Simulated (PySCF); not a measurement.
## Working out the ionisation energy of P+

P+ [Ne] 3s2 3p2 (3P) → P(2+) [Ne] 3s2 3p1 (2P). All numbers are calculated (PySCF 2.14, scalar relativity by spin-free X2C-1e, in x2c-TZVPPall with one added diffuse shell each of s, p, d type (6s6p4d1f, 51 functions)). Frozen: 1s2. Energies in hartree (1 hartree = 27.21139 eV):

| part | P+ (lower) | P(2+) (upper) |
| --- | --- | --- |
| UHF | -341.162664 | -340.458913 |
| CCSD correlation | -0.241105 | -0.223206 |
| (T) | -0.003909 | -0.002729 |

Task: What does Hartree-Fock give?

Result: (-340.458913) − (-341.162664) = 0.703751 hartree = 19.150 eV.

Task: What do CCSD and CCSD(T) give?

Result: The CCSD correlation energies differ by 0.017899 hartree = 0.487 eV and the triples by 0.001180 hartree = 0.032 eV, so CCSD gives 19.637 eV and CCSD(T) 19.669 eV.

A first-order spin-orbit estimate adds -0.007 eV to CCSD(T) (valence and next inner shell), giving 19.662 eV against 19.769 eV (semi-empirical (NIST evaluation); NIST Atomic Spectra Database, ionization energies).

What remains against the reference includes basis incompleteness, the frozen core and higher excitations.
